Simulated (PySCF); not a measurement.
Compound: C9H15N.
SMILES with atom numbers: `[CH3:1][CH2:2][C@@H:3]([C:4]#[N:5])[C@@H:6]1[CH2:7][CH2:8][C@@H:9]1[CH3:10]`

Definitions: NICS(0) = −σiso at the ring centroid; NICS(1) = −σiso and NICS(1)zz = −σzz at ±1 Å along the ring normal z. Level: GIAO PBE0/pcSseg-1 (PySCF, non-relativistic, gas phase) on the GFN2-xTB geometry, one conformer.

Ring bond lengths (Å), with Mayer bond orders in brackets: C6–C7 1.538 (1.02), C7–C8 1.535 (1.04), C8–C9 1.541 (1.01), C9–C6 1.550 (0.97).

Q: What do the NICS probes read (ppm)?

A: 
```tsv
ring	type	NICS(0)	NICS(1), two faces	NICS(1)zz, two faces	rms pucker (Å)	centre to ring atoms, mean (Å)
C6–C7–C8–C9	4-membered carbocycle; formal bonds all single	-1.4	-0.8 / -1.0	2.4 / 4.8	0.10	1.09
```

Q: What can be read from them?

A: 
- C6–C7–C8–C9: mean NICS(1)zz 3.6 ppm, deshielded. C6, C7, C8, C9 have four or more neighbours; no verdict on aromaticity is drawn.

Q: What field does 1 T along the ring normal induce along that normal at the first NICS(1) probe listed for ring C6–C7–C8–C9, 1 Å off the ring?

A: NICSzz × B0 = 2.4 ppm × 1 T = 2 μT, along the applied field.

On an Arm Neoverse V2 with one thread, shared host, this took 54 s of wall time. This is the whole shielding run at PBE0/pcSseg-1, SCF included.

Conformer computed: `[CH3:1][CH2:2][C@@H:3]([C:4]#[N:5])[C@@H:6]1[CH2:7][CH2:8][C@@H:9]1[CH3:10]`: C1–C2–C3–C4 66°, C2–C3–C6–C7 -177°.
